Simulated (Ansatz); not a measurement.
This geometry of C2H7AlFNTe (13 atoms, charge 0, multiplicity 1) is a first-order saddle point.

Level of theory: RKS BHLYP/def2-SVP (Ansatz).

```xyz
13
Properties=species:S:1:pos:R:3
C -0.215 -1.510 1.195
Al 0.741 0.171 0.741
C 0.248 0.485 -1.279
N -0.696 -0.114 -1.932
F 0.825 1.398 -1.997
Te -0.524 2.267 1.671
H 0.497 -2.263 1.549
H -0.757 -1.983 0.363
H -0.946 -1.365 1.996
H 2.320 0.251 0.762
H -1.216 -0.843 -1.470
H -0.957 0.158 -2.871
H 0.699 3.315 1.287
```

Which two structures does it join? (They come from a converged band through this point; their orientation in space is the band's.)

No bond is made or broken. The height of N4 over the plane of its neighbours goes from 0.02 to 0.02 Å. The two ends are copies of one structure, up to a mirror image or an exchange of like atoms.

First end point:

```xyz
13
Properties=species:S:1:pos:R:3
C -0.110 -1.619 0.956
Al 0.934 0.012 0.542
C -0.021 0.660 -1.214
N -1.149 0.196 -1.649
F 0.413 1.638 -1.949
Te 0.212 2.012 2.067
H 0.259 -2.083 1.877
H -0.021 -2.383 0.172
H -1.179 -1.432 1.123
H 2.466 -0.067 0.159
H -1.580 -0.569 -1.152
H -1.629 0.602 -2.442
H 1.425 2.999 1.524
```

Last end point:

```xyz
13
Properties=species:S:1:pos:R:3
C -0.272 -1.407 1.221
Al 0.719 0.245 0.767
C 0.306 0.405 -1.287
N -0.598 -0.282 -1.909
F 0.879 1.268 -2.070
Te -0.595 2.374 1.535
H 0.119 -2.289 0.696
H -1.351 -1.349 1.021
H -0.182 -1.625 2.292
H 2.296 0.313 0.865
H -1.108 -0.984 -1.396
H -0.835 -0.109 -2.878
H 0.643 3.405 1.157
```

How far does it lie above each of them?

1.0 kcal/mol above the first and 1.0 kcal/mol above the second. This is the barrier of this one path; another mechanism may lie lower.

Time of the run: 6.1 min on 2 threads of AMD EPYC 7R43 64-Core Processor (Zen 3), with other jobs on the host, peak memory 0.43 GiB.
